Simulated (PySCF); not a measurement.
## Vibration and rotation of KS

UHF-CCSD(T) constants of KS, ²Π (doublet), unpaired electrons π ↑ (basis K x2c-SVPall, S x2c-SVPall; spin-free X2C with a Gaussian nucleus; PySCF 2.14; masses 38.9637 and 31.9721 u):

- ωe: 250.5 cm⁻¹
- ωexe: 0.952 cm⁻¹
- Be: 0.11716 cm⁻¹
- αe: 0.000751 cm⁻¹
- D (centrifugal): 1.03e-07 cm⁻¹
- De to K + S: 1.91 eV

Question: Give the vibrational terms G(v) and spacings up to v = 6.

Answer: G(v) = ωe(v+½) − ωexe(v+½)².

| v | G(v) (cm⁻¹) | G(v) − G(v−1) | Bv (cm⁻¹) |
| --- | --- | --- | --- |
| 0 | 125.0 |  | 0.1168 |
| 1 | 373.6 | 248.6 | 0.1160 |
| 2 | 620.3 | 246.7 | 0.1153 |
| 3 | 865.1 | 244.8 | 0.1145 |
| 4 | 1108.0 | 242.9 | 0.1138 |
| 5 | 1349.0 | 241.0 | 0.1130 |
| 6 | 1588.0 | 239.1 | 0.1123 |

Question: How well does the Morse estimate ωe²/(4ωexe) reproduce De, and what is D0?

Answer: It gives 2.04 eV, 107 % of the computed De. D0 = De − G(0) = 1.91 − 0.02 = 1.89 eV.

Correlated steps freeze 10 core orbitals. Correlated levels converge slowly with the basis: in double zeta they bind strong bonds too weakly, by up to about 1 eV, and carry superposition errors of some tenths. The state was picked by a PBE0 search and need not be the measured ground state.
